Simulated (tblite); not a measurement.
C4H4N3OSi (doublet state).
SMILES with atom numbers: `[N:1]#[C:2][c:3]1[cH:4][c:5]([SiH2:6][NH:7])[o:8][n:9]1` (hydrogens: H10 on C4; H11, H12 on Si6; H13 on N7)

Structure optimised with GFN2-xTB, isolated species. This method treats the open shell by occupation alone, without spin polarisation.

Q: What internal coordinates does the optimisation give?

A: 
```csv
bond,length (Å),order
N1≡C2,1.145,triple
C2–C3,1.409,single
C3–C4,1.418,aromatic
C4–C5,1.366,aromatic
C5–Si6,1.906,single
Si6–N7,1.664,single
C5–O8,1.334,aromatic
O8–N9,1.344,aromatic
C3–N9,1.318,aromatic
C4–H10,1.068,single
Si6–H11,1.474,single
Si6–H12,1.463,single
N7–H13,1.006,single
```

Orders are formal, as drawn. A selection of angles:
```csv
angle,degrees
N1–C2–C3,177.3
C2–C3–C4,126.9
C2–C3–N9,122.8
C4–C3–N9,110.3
C3–C4–C5,103.3
C4–C5–Si6,133.2
C4–C5–O8,109.5
Si6–C5–O8,117.3
C5–Si6–N7,101.5
C5–O8–N9,109.8
C3–N9–O8,107.1
H13–N7–Si6,126.7
```

Dihedral angles: C4–C5–Si6–N7 4° (synperiplanar); H13–N7–Si6–C5 131° (anticlinal). The mirror-image conformer, all signs reversed, is as good.

C4 (carbon bonded to 2 C and H) is planar (angles 128.7°, 128.0° and 103.3°, sum 360.0°, 0.00 Å off the plane of its three neighbours). The 5-membered ring C3–C4–C5–O8–N9 has internal angles of 103.3° to 110.3° (sum 540°, against 540° for a flat polygon); it is planar, 0.00 Å rms from its mean plane, widest ring torsion 0°. The C–N distances run from 1.145 Å (N1≡C2, drawn triple) to 1.318 Å (C3–N9, aromatic), a spread of 0.173 Å. C5 (carbon bonded to C, O and Si) is planar (angles 133.2°, 117.3° and 109.5°, sum 360.0°, 0.00 Å off the plane of its three neighbours). The C–C distances run from 1.366 Å (C4–C5, aromatic) to 1.418 Å (C3–C4, aromatic), a spread of 0.052 Å. N9 (nitrogen bonded to C and O) is bent (angle 107.1°). Si6 (silicon bonded to C, N and 2 H) has angles from 101.4° to 125.4°.

Its GFN2-xTB frequencies are all real (lowest 19 cm⁻¹). Torsions: C4–C5–Si6–N7 4°, C5–Si6–N7–H 131°. 2 starts were optimised and ended at 0.00 and 0.18 kcal/mol (GFN2-xTB); the lowest of these is shown.

On Arm Neoverse V2, one thread, no GPU, shared host with 96 logical CPUs at a one-minute load of 85, this took 0.46 s of wall time. These figures are those of the optimisation.

All values are computed, not measured.
